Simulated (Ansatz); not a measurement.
Reaction (formal exchange of groups at the Si–Cl bond): `N[SiH](O)Cl` + `CCl` → `N[SiH](O)CCl` + HCl

Computed with Ansatz on PBE0-D4/def2-TZVP structures; ΔE is electronic, products minus reactants. CBS: MP2 limit from def2 TZ/QZ plus the TZ coupled-cluster correction, frozen cores. This one scheme is used for every species. Functionals use def2-TZVPP. B3LYP here is the variant with VWN-RPA as its local correlation; programs differ in this. One conformer a species, not always the lowest.

**Question.** Is it downhill or uphill in electronic energy at CCSD(T)/CBS, and by how much? (Estimate.)

**Answer.** Ansatz gave: Uphill: ΔE = +110.3 kJ/mol.

**Question.** What do these levels give: PBE-D4, PBE0-D4, ωB97X-V, PBE, B3LYP, HF/def2-TZVPP? (An estimate is asked.)

**Answer.** Computed: PBE-D4 107.2, PBE0-D4 110.8, ωB97X-V 111.6, PBE 111.4, B3LYP 117.2, HF/def2-TZVPP 127.8 kJ/mol.

Largest T1 diagnostic among the species: 0.010.

From PBE to PBE0 (25 % exact exchange), in def2-TZVPP and without D4, ΔE moves by +3.2 kJ/mol. In def2-TZVPP, CCSD(T) changes the Hartree–Fock value by −20.5 kJ/mol (the triples alone add −2.3 kJ/mol) and MP2 by −15.9 kJ/mol.
